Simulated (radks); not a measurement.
The numbers below are computed, except where a source is named.
The mean radii <r> (bohr) of the occupied orbitals of an atom or ion are listed with their occupations. Level of theory: non-relativistic Kohn-Sham, TPSS, spin-unpolarised, spherical densities, point nucleus; meta-GGA in the generalised Kohn-Sham scheme (a radial shooting solver on a logarithmic mesh with Libxc functionals).

orbital  occ.     <r>
1s          2  0.1039
2s          2  0.5197
2p          6  0.4845
3s          2   1.751
3p          1   1.973

Name the element and its charge.

Answer. Z = 15, phosphorus, charge +2: P2+ in [Ne] 3s2 3p1. The 1s radius gives Z: for a bare nucleus <r> = 1.5/Z, 0.1 bohr for Z = 15, and screening makes it slightly larger (0.1039 here). The occupations add up to 13, and the charge is Z minus that.
